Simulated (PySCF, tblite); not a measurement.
C4H9FOSi.
SMILES with atom numbers: `[CH3:1][C@@H:2]1[CH2:3][C@H:4]([F:5])[SiH2:6][O:7]1` (hydrogens: H8, H9, H10 on C1; H11 on C2; H12, H13 on C3; H14 on C4; H15, H16 on Si6)

Jobs on this species (16 atoms, 64 electrons) with PySCF (density fitting) and tblite. Hardware of each: an Intel Xeon at 2.50 GHz with one thread, shared host. Other jobs ran on the host; a repeat could differ by tens of per cent or more.

| level and settings | work | basis functions | SCF cycles | wall time |
| --- | --- | --- | --- | --- |
| PBE0-D3(BJ)/def2-SVP, grid level 1 | geometry optimisation from a GFN2-xTB start shaken at random | 147 | ? | ? |
| B3LYP/pcSseg-1 | shieldings, ring-centre shieldings | 171 | ? | ? |
| GFN2-xTB | L-BFGS relaxation | – | – | 1.6 s |
| GFN2-xTB | Hessian by finite differences | – | – | 1.8 s |
| delta-SCF UKS SCAN, pcX-2 on the ionised atom, pcseg-1 elsewhere, spin-free X2C | ΔSCF core ionisation, 8 holes | 189 | 129 | 4.3 min |
| PBE0/pcSseg-1 | shieldings, ring-centre shieldings, charges and field gradients | 171 | 14 | 67 s |
| B3LYP/def2-SVPD | 10 singlets by full TDDFT, 4 Tamm–Dancoff triplets, polarisability, ΔSCF ions | 222 | 14 | 12 min |

Fill in the missing figures.

- PBE0-D3(BJ)/def2-SVP, grid level 1; geometry optimisation from a GFN2-xTB start shaken at random: 4.3 min, 71 SCF cycles
- B3LYP/pcSseg-1; shieldings, ring-centre shieldings: 60 s, 14 SCF cycles

What do all jobs in the table cost together?

About 23 min; the longest takes about 53 % of that, and about 450 times as long as the shortest.
